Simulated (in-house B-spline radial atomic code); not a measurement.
Values are calculated unless marked as measured or tabulated.
## Te ion on Al atom: potential, deflection and energy transfer

The pair potential comes from two frozen, spherical free-atom densities (PBE, B-spline radial code, scalar-relativistic past argon): electrostatics plus the change in Thomas-Fermi kinetic and Dirac exchange energy where they overlap, the recipe behind the universal ZBL potential, which averages such potentials (from solid-state densities) over many pairs. It is written V = (Z1 Z2 e²/r) φ(r/a), with e² = 14.3996 eV·Å and a = 0.46850 Å/(Z1^0.23 + Z2^0.23); ZBL's fit is φ = 0.18175 e^(−3.1998x) + 0.50986 e^(−0.94229x) + 0.28022 e^(−0.4029x) + 0.02817 e^(−0.20162x). Where φ falls below 4e-4 it is continued as an exponential.

Masses 127.6 and 26.98 u.

| x = r/a | φ, this pair | φ, ZBL |
| --- | --- | --- |
| 0.1 | 0.8862 | 0.8928 |
| 0.5 | 0.6116 | 0.6096 |
| 1.5 | 0.3041 | 0.2995 |
| 3 | 0.1358 | 0.1292 |
| 5 | 0.05503 | 0.05224 |
| 8 | 0.01801 | 0.01705 |
| 12 | 0.005201 | 0.00474 |
| 17 | 0.00124 | 0.001212 |

Q: At x = 5 the electrostatic, kinetic and exchange parts are 40.01, 1027.66 and -87.74 eV. Find r, V and φ.

A: a = 0.46850/(2.4813 + 1.8039) = 0.10933 Å, so r = 0.54665 Å. V = 40.01 + 1027.66 + (-87.74) = 979.93 eV. The bare repulsion is 52 × 13 × 14.3996/0.54665 = 17807 eV, so φ = 0.0550, +5.3 % against ZBL's 0.0522. The kinetic (Pauli) term is 105 % of V here, as the other two terms together attract.

Q: The ion comes in at 5.101 keV with impact parameter 0.2187 Å. The scattering integral gives a centre-of-mass angle of 120.9° and a closest approach of 5.412 a. What are the reduced energy, the energy passed on and the laboratory angles?

A: ε = E a M2/(Z1 Z2 e² (M1 + M2)) = 5101 × 1.9603e-06 = 0.01. The most that one collision can pass on is γE with γ = 4 M1 M2/(M1 + M2)² = 0.5763. Here T = γE sin²(θ/2) = 0.5763 × 5101 × 0.7568 = 2225 eV. The ion turns by arctan(sin θ/(cos θ + M1/M2)) = 11.5°, and the struck atom leaves at (180° − θ)/2 = 29.6°. The closest approach is 0.592 Å. With ZBL the angle would be 119.98° and T = 2204 eV.
